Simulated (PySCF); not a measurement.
**Indirect couplings**

Molfile (atoms numbered from 1):
```
C2H3BF2Ge
     RDKit          3D

  9  8  0  0  0  0  0  0  0  0999 V2000
    2.3275   -0.8236   -0.4905 C   0  0  0  0  0  0  0  0  0  0  0  0
    1.3739   -0.1177   -0.2241 C   0  0  0  0  0  0  0  0  0  0  0  0
   -0.1686    0.9132    0.1976 Ge  0  0  0  0  0  4  0  0  0  0  0  0
   -1.7687   -0.4088    0.1828 B   0  0  0  0  0  0  0  0  0  0  0  0
   -2.5265   -0.6088    1.2399 F   0  0  0  0  0  0  0  0  0  0  0  0
   -2.0542   -1.0980   -0.9005 F   0  0  0  0  0  0  0  0  0  0  0  0
    3.1721   -1.4455   -0.7289 H   0  0  0  0  0  0  0  0  0  0  0  0
    0.0352    1.5729    1.5688 H   0  0  0  0  0  0  0  0  0  0  0  0
   -0.3322    1.9992   -0.8788 H   0  0  0  0  0  0  0  0  0  0  0  0
  1  2  3  0
  2  3  1  0
  3  4  1  0
  4  5  1  0
  4  6  1  0
  1  7  1  0
  3  8  1  0
  3  9  1  0
M  END
```

Method: B3LYP/pcJ-1 (pcSseg-1 on Ge)//PBE0-D3(BJ)/def2-SVP, PySCF 2.14.0 with density-fitted response routines; isolated molecule, single conformer, non-relativistic. Couplings are averaged over pairs made equivalent by symmetry, fast rotation or ring inversion, so a value needn't be that of the named pair in this geometry, while other rotamers aren't included; one pair stands for each set, and the list holds those of at least 0.8 Hz over up to four bonds.

Isotopes: 13C, 1H, 11B, 19F.

```json
{"pair": "C1, C2", "bonds": "1", "J (Hz)": "?"}
{"pair": "C1, H7", "bonds": "1", "J (Hz)": "?"}
{"pair": "B4, F5", "bonds": "1", "J (Hz)": "?"}
{"pair": "C2, B4", "bonds": "2", "J (Hz)": "5.4"}
{"pair": "C2, H7", "bonds": "2", "J (Hz)": "?"}
{"pair": "C2, H8", "bonds": "2", "J (Hz)": "5.2"}
{"pair": "B4, H8", "bonds": "2", "J (Hz)": "12.8"}
{"pair": "F5, F6", "bonds": "2", "J (Hz)": "-290.5"}
{"pair": "H8, H9", "bonds": "2", "J (Hz)": "8.6"}
{"pair": "C1, B4", "bonds": "3", "J (Hz)": "3.3"}
{"pair": "C1, H8", "bonds": "3", "J (Hz)": "?"}
{"pair": "C2, F5", "bonds": "3", "J (Hz)": "3.5"}
{"pair": "F5, H8", "bonds": "3", "J (Hz)": "10.9"}
{"pair": "C1, F5", "bonds": "4", "J (Hz)": "2.2"}
{"pair": "B4, H7", "bonds": "4", "J (Hz)": "-1.5"}
{"pair": "H7, H8", "bonds": "4", "J (Hz)": "-2.8"}
```

**Question.** Estimate the withheld couplings, with signs.

**Answer.** 
- 1J(C1,C2) = 175.9 Hz (bond length 1.216 Å)
- 1J(C1,H7) = 264.8 Hz (bond length 1.076 Å, sp carbon)
- 1J(B4,F5) = -211.2 Hz (bond length 1.316 Å)
- 2J(C2,H7) = 47.0 Hz (angle at C1 180°)
- 3J(C1,H8) = 4.7 Hz

Relativistic effects of the heavier atoms present are left out.
